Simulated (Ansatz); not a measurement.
Breaking the C3–H4 bond in CH4Be (SMILES [BeH][CH3]) (multiplicity 1 held, fragments rigid). Energies count from the point at 1.095 Å.
Geometry at that point (charge 0, multiplicity 1):
```xyz
6

Be    -0.93853    -0.49476    -0.13416
H     -2.10725    -1.11087    -0.30123
C      0.53117     0.28001     0.07593
H      1.01548    -0.00621     1.01576
H      0.42178     1.36972     0.09486
H      1.23710     0.04633    -0.72832
```

Restricted levels (R-, RO-) in cc, def2 and unpolarised 6-31G sets keep to the state of the molecule at rest. Active spaces are followed from a long bond inwards. Levels need not reach the same state.

Correlated levels freeze the cores.

The values were computed with Ansatz (Gaussian basis) for Hartree–Fock, density functionals and correlated methods. 

Energies in kJ/mol.

```tsv
R (Å)	R-HF/cc-pVDZ	R-SCS-MP2/cc-pVDZ	CASSCF(2,2)/cc-pVDZ	FIC-MRCISD+Q on CASSCF(2,2)/cc-pVDZ
0.876	129	138	142	139
0.986	26	30	33	31
1.095	0	0	0	0
1.205	16	12	9	11
1.314	54	47	38	45
1.479	129	117	99	111
1.643	209	193	162	181
1.917	334	309	253	281
2.191	441	403	318	353
2.519	547	487	365	405
2.957	655	555	393	435
3.505	752	582	403	446
```

Doubts at one or more of the structures used: a restricted determinant that unrestricted orbitals would lower (R-HF/cc-pVDZ, R-SCS-MP2/cc-pVDZ).

Ansatz is a first-principles code.
